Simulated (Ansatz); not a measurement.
Telling isomers of C2H5BF− apart by their spectra

These gas-phase data were calculated for one isomer of C2H5BF− at B3LYP-D3(BJ)/def2-SVPD (harmonic, unscaled wavenumbers; equilibrium rotational constants with average atomic masses):

| Property | Result |
| --- | --- |
| rotational constants | 27.6, 3.754, 3.572 GHz |
| all wavenumbers above 1500 cm⁻¹ | 3127, 3055, 3007, 2262, 2220, 1643 |

Candidates:

(1) `C=C[BH2-]F`, a singlet
(2) `C/C=[BH-]\F`, a singlet
(3) `C=[B-](C)F`, a singlet

Problem. Which candidate do the data belong to?

Solution. Candidate (1). 3 modes lie between 2750 and 3290 cm⁻¹, one for each C–H bond, while (2) has 4, (3) has 5.

The same quantities for all candidates:

```
     rotational constants (GHz)         wavenumbers above 1500 cm⁻¹  E above the lowest, B3LYP-D3(BJ)/def2-SVPD (kcal/mol)
(1)          27.6, 3.754, 3.572  3127, 3055, 3007, 2262, 2220, 1643                                                    8.8
(2)         17.34, 4.893, 3.909  3055, 3032, 2881, 2875, 2410, 1506                                                    9.6
(3)          8.816, 7.89, 4.275        3117, 3058, 3055, 3000, 2957                                                    0.0
```

Each candidate is one conformer. Programs: Ansatz 0.2.0.
